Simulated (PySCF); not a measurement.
**A ladder of Hamiltonians for Te⁵⁰⁺ (tellurium, charge +50)**

Occupied: 1s1/2. Hartree-Fock calculated with PySCF 2.14 in an uncontracted even-tempered set (16 s from 9.6 bohr⁻², ratio 2.7; 12 p from 11 bohr⁻², ratio 2.7), Gaussian nucleus throughout. NR is non-relativistic, sf-X2C the spin-free one-electron X2C Hamiltonian, X2C adds the bare one-electron spin-orbit term, X2C-SNSO screens it by Boettger's factors, DC is four-component Dirac-Coulomb, and the Gaunt and Breit terms are added at first order (total energies over the DC spinors, levels after relaxing the spinors in that mean field). QED terms are absent. Levels marked empty are virtual spinors of this ion.

```
Hamiltonian  E (hartree)  E − E(DC) (hartree)  CPU seconds
         NR   -2671.5153             103.0581         0.17
     sf-X2C   -2773.6308               0.9426         0.09
        X2C   -2773.6308               0.9426         0.09
   X2C-SNSO   -2773.6308               0.9426         0.09
         DC   -2774.5734               0.0000          1.8
   DC+Gaunt   -2772.6506               1.9228          3.1
   DC+Breit   -2772.6506               1.9228           28
```

Question: Give the 2p spin-orbit interval with each Hamiltonian that has one.

Answer: X2C 331.8; X2C-SNSO 325.1; DC 321.5; DC+Gaunt 315.7; DC+Breit 315.7 (eV).

| level (eV) | NR | sf-X2C | X2C | X2C-SNSO | DC | DC+Gaunt | DC+Breit |
| --- | --- | --- | --- | --- | --- | --- | --- |
| 1s1/2 | -35908.7 | -37260.1 | -37260.1 | -37260.1 | -37285.5 | -37233.6 | -37233.6 |
| 2s1/2 (empty) | -8640.4 | -9047.9 | -9047.9 | -9047.9 | -9050.5 | -9044.9 | -9045.5 |
| 2p1/2 (empty) | -8543.8 | -8712.8 | -8942.5 | -8937.7 | -8936.1 | -8924.2 | -8926.0 |
| 2p3/2 (empty) | -8543.8 | -8712.8 | -8610.6 | -8612.5 | -8614.5 | -8608.4 | -8610.2 |
| 3s1/2 (empty) | -3806.2 | -3950.1 | -3950.1 | -3950.1 | -3950.8 | -3949.2 | -3949.4 |

Weight of the small component: 1s1/2 0.0369, 2s1/2 0.00889, 2p1/2 0.00884, 2p3/2 0.00851, 3s1/2 0.00391.

Koopmans' value for the highest occupied level at DC+Breit: 37233.6 eV, against an ionisation energy of 37196.5 eV (theoretical estimate listed by NIST; NIST Atomic Spectra Database, ionization energies); the former lacks relaxation, correlation, QED and recoil.

The whole ladder took 34 s of wall time on 1 thread of Intel(R) Xeon(R) Platinum 8488C (shared host), launched as `OMP_NUM_THREADS=1 python relrun2.py TASK.json OUT` (a driver that calls PySCF for each Hamiltonian).
